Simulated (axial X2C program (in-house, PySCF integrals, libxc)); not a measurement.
## Which functional? An output for HfO

An SCF output computed with an in-house all-electron X2C program for linear molecules (integrals from PySCF) for HfO at 1.715 Å, two-component, state Ω = 0, Hf dyall-cv3z [13s14p9d7f4g], O dyall-av3z [7s6p3d2f] (cores contracted in-house), without its first line:

```
basis functions 239  fitting functions 1197  grid points 5074
iter        total energy     max residual
   1     -15146.382389667     8.63e-01
   2     -15146.433155066     3.05e-02
   3     -15146.432678031     3.70e-02
   4     -15146.438972973     1.52e-03
   5     -15146.439060344     1.37e-03
   6     -15146.439098767     4.81e-04
   7     -15146.439114433     1.69e-04
   8     -15146.439118708     5.83e-05
   9     -15146.439119903     3.16e-05
  10     -15146.439120181     1.30e-05
  11     -15146.439120260     4.97e-06
  12     -15146.439120272     1.65e-06
  13     -15146.439120273     7.49e-07
converged
one-electron -21137.80240836  Coulomb 6142.42257283  exact exchange -316.07375843  xc functional 0.00000000  nuclear repulsion 177.72948892  atomic mean-field constant -12.71501524
```

Question: Which level of theory produced it?
A. HF
B. BLYP
C. PBE0

Answer: A. The exact-exchange term against the functional term shows a share of 1 of exact exchange.
